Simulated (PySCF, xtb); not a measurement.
chlorobenzene (C6H5Cl), SMILES c1(Cl)ccccc1.

xtb 6.7.1 with GFN2-xTB at its own geometry gives an orbital gap of 4.36 eV and a dipole moment of 1.82 D.

The structure is a stationary point at PBE-D3(BJ)/def2-SVP.

What does PBE/def2-TZVP run with PySCF give? (Estimate from the structure and the level; the computed values follow.)

gap 4.55 eV (levels -6.10 and -1.55 eV), dipole 1.58 D.
